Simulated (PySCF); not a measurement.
B(Cl)(F)(OAc) (C2H3BClFO2), SMILES O(B(Cl)F)C(=O)C. Heavy atoms are numbered as in [B:1]([Cl:2])([F:3])[O:4][C:5]([CH3:6])=[O:7]. Hydrogens are named by the atom that carries them.

Coordinates come from a TPSSh-D3(BJ)/def2-SVP optimisation. This is a generated structure with no PubChem entry under its InChIKey; it may be hypothetical. The values are those of a single conformer.

Calculation: PBE/pcSseg-1 run with PySCF.

GIAO shieldings, no solvent; atoms alike by connectivity are averaged. δ = σ(ref) − σ: ¹¹B against BF3 (σ = 83.9 ppm); ³⁵Cl against HCl (σ = 936.5 ppm); ¹⁹F against CFCl3 (σ = 133.6 ppm); ¹⁷O against H2O (σ = 334.3 ppm); ¹³C against TMS (σ = 182.0 ppm); ¹H against TMS (σ = 31.49 ppm), references at their B3LYP-D3(BJ)/def2-TZVP geometries, non-relativistic (without spin–orbit terms, shifts of atoms bonded to Cl or Br come out too high).

```
atoms     nucleus  count  δ (ppm)
--------  -------  -----  -------
B1            ¹¹B      1     10.5
Cl2          ³⁵Cl      1      ___
F3            ¹⁹F      1      ___
O7            ¹⁷O      1      ___
O4            ¹⁷O      1      ___
C5            ¹³C      1    171.2
C6 (CH3)      ¹³C      1     25.5
H on C6        ¹H      3     2.42
```

Question: Fill in the missing entries. (Estimate from the structure and the level; the computed values follow.)

Answer: 
- Cl2, δ (ppm): 109.4
- O4, δ (ppm): 291.2
- O7, δ (ppm): 511.9
- F3, δ (ppm): -85.0
